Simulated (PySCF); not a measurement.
## Computed properties of Si(H)(OH)(NH2)2 (H₆N₂OSi), SMILES N[SiH](N)O

Si(H)(OH)(NH2)2 (H6N2OSi), SMILES N[SiH](N)O. Geometry: r2SCAN-D4/def2-SVP. One conformer was computed; it need not be the lowest. All values are computed for the isolated molecule unless a solvent is named; none is compared with measurement here.

**Structure.** All 24 harmonic modes at r2SCAN-D4/def2-SVP (PySCF) are real, so it is a minimum. With heavy atoms numbered as in [SiH:1]([NH2:2])([NH2:3])[OH:4], the shortest bond between them is Si1–O4 at 1.673 Å and the longest Si1–N3 at 1.728 Å.

**Vibrations.** The strongest infrared lines (harmonic, unscaled, degenerate partners summed) lie at 935 cm⁻¹ (243 km/mol, H 45 %, Si 34 %, N 11 %, O 10 %), 972 cm⁻¹ (235 km/mol, H 57 %, Si 30 %, N 9 %), 454 cm⁻¹ (207 km/mol, H 58 %, N 37 %). The softest mode is at 97 cm⁻¹ and the zero-point energy is 46.9 kcal/mol.

**Electronic structure.** PBE0/def2-TZVP (PySCF) places the frontier levels at -7.35 and 0.90 eV, a gap of 8.25 eV, and gives a dipole moment of 1.14 D and a mean polarisability of 43.4 bohr³.

**Excitations.** TDDFT-PBE0/def2-SVPD (PySCF) has S1 at 6.55 eV (189 nm, f = 0.030, weak); the most intense of the 10 singlets computed lies at 7.00 eV (f = 0.08). T1 (TDA) is at 6.27 eV. No vertical singlet excitation falls in the visible range (under 3.1 eV).

**NMR.** GIAO shifts at B3LYP/pcSseg-1 (PySCF) (non-relativistic, atoms alike by connectivity averaged): ¹H from 0.7 to 4.8 ppm against TMS; ²⁹Si at -37.0 ppm against TMS.
